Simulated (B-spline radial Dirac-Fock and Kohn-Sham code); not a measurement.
**What relativity does to the binding energies of Sm**

System: atomic samarium in the configuration [Xe] 4f6 6s2.

Both columns are ΔSCF binding energies of the configuration average from a radial B-spline solver: non-relativistic Hartree-Fock with a point nucleus, and Dirac-Fock with a finite nucleus and the Coulomb interaction alone, averaged over the two j levels with weights 2j+1.

```
shell  Hartree-Fock (eV)  Dirac-Fock (eV)  shift (eV)  shift (%)
   1s            44427.8          47030.7    +2602.86      +5.86
   2s             7102.3           7767.7     +665.42      +9.37
   2p             6726.4           6935.6     +209.24      +3.11
   3s             1582.3           1736.7     +154.36      +9.76
   3p             1415.8           1469.3      +53.50      +3.78
   3d             1108.9           1095.5      -13.35      -1.20
   4s              326.1            361.4      +35.34     +10.84
   4p              260.3            271.2      +10.89      +4.18
   4d              142.9            139.3       -3.63      -2.54
   4f               9.54             5.24       -4.29     -45.02
   5s              46.54            51.32       +4.78     +10.27
   5p              26.76            27.28       +0.52      +1.93
   6s               4.45             4.69       +0.24      +5.32
```

Relativity binds 1s, 2s, 2p, 3s, 3p, 4s, 4p, 5s, 5p, 6s more strongly, among those listed most of all 4s in relative terms, and 3d, 4d, 4f more weakly, because the contracted s and p shells screen the nucleus better.

Values without a named source are computed, but for edge energies of neutral atoms, which are taken from tables.
